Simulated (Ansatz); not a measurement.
`FC(F)(F)[O][GeH3]` and `OCC(F)(F)F` differ in one atom or group.

Ansatz, PBE0-D4/def2-TZVP geometries, multiplicity 1. Each molecule was computed in one conformer, which needn't be the lowest.

Scalar relativity is left out up to krypton.

```csv
property,`FC(F)(F)[O][GeH3]`
size of the dipole moment (B3LYP/def2-TZVPP) / D,3.19
HOMO energy (PBE/def2-TZVPP) / eV,-7.93
size of the dipole moment (PBE/def2-TZVPP) / D,3.03
HOMO energy (B3LYP/def2-TZVPP) / eV,-9.35
HOMO–LUMO gap (PBE0/def2-TZVPP) / eV,9.26
LUMO energy (B3LYP/def2-TZVPP) / eV,-0.59
```

(1) What does the change do to each property? (Best estimate.)

Answers

(1) The calculation gave: 
| property | `OCC(F)(F)F` | shift |
| --- | --- | --- |
| size of the dipole moment (B3LYP/def2-TZVPP) / D | 1.71 | -1.48 |
| HOMO energy (PBE/def2-TZVPP) / eV | -7.07 | 0.86 |
| size of the dipole moment (PBE/def2-TZVPP) / D | 1.60 | -1.43 |
| HOMO energy (B3LYP/def2-TZVPP) / eV | -8.61 | 0.74 |
| HOMO–LUMO gap (PBE0/def2-TZVPP) / eV | 9.70 | 0.44 |
| LUMO energy (B3LYP/def2-TZVPP) / eV | 0.44 | 1.03 |

With PBE0 the HOMO rises by 0.74 eV and the LUMO rises by 1.18 eV, so the gap widens by about 0.44 eV. PBE moves the HOMO by 0.86 eV and ωB97M-V by 0.61 eV. Dipoles are sizes alone; their direction can turn.

B3LYP here is the variant with VWN-RPA as its local correlation; programs differ in this.
